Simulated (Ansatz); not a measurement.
Geometry optimisation, RKS r2SCANh-D4/def2-SVP (Ansatz 0.2.0).

Input:

```yaml
crystal:
  periodic: [false, false, false]
  atoms:
    - { symbol: O, position_ang: [-1.9435, 0.0267, 0.2748] }
    - { symbol: Al, position_ang: [-0.2604, -0.4973, 0.0797] }
    - { symbol: S, position_ang: [1.054, -0.6333, 1.8868] }
    - { symbol: S, position_ang: [0.626, -1.0173, -1.9721] }
    - { symbol: H, position_ang: [-1.9408, 1.0476, 0.1386] }
    - { symbol: H, position_ang: [1.5218, 0.7097, 1.74] }
    - { symbol: H, position_ang: [-0.87389, -0.61213, -1.32815] }
basis:
  gaussian: { orbitals: def2-SVP }
hamiltonian:
  xc: r2scanh
  dispersion: d4
relax:
  f_tol: 0.02
  max_steps: 50
output:
  orbitals: {}
```

Launched with:

```bash
$ ansatz run input.yaml --threads 2 --pin off --max-ram 3072MiB --backend cpu --events-out ev --progress --plain --runs-dir out
```

Q: Where does it end, and by what steps?

A: The forces met the threshold. After 14 steps the energy has fallen by 2.733 eV; H6 moved furthest, 1.26 Å. Parted: Al2–H7.

| step | energy less start (eV) | largest force component (eV/Å) | accepted |
| --- | --- | --- | --- |
| 0 | 0.0000 | 4.486 | yes |
| 1 | -1.5313 | 2.417 | yes |
| 2 | -2.0553 | 1.061 | yes |
| 3 | -2.2657 | 0.671 | yes |
| 4 | -2.3934 | 0.403 | yes |
| 5 | -2.4601 | 0.282 | yes |
| 6 | -2.5008 | 0.620 | yes |
| 7 | -2.5484 | 0.271 | yes |
| 8 | -2.6024 | 0.354 | yes |
| 9 | -2.6137 | 1.043 | yes |
| 10 | -2.7064 | 0.213 | yes |
| 11 | -2.7248 | 0.189 | yes |
| 12 | -2.7322 | 0.028 | yes |
| 13 | -2.7325 | 0.023 | yes |
| 14 | -2.7328 | 0.003 | yes |

```xyz
7
Properties=species:S:1:pos:R:3
O -1.901 0.369 0.606
Al -0.288 -0.066 0.372
S 1.009 0.063 2.111
S 0.554 -0.735 -1.531
H -2.663 0.416 0.032
H 2.088 -0.376 1.427
H -0.615 -0.647 -2.199
```

The run took 22 s on 2 threads of Intel(R) Xeon(R) 6975P-C (Granite Rapids) (shared host), peak memory 0.21 GiB.
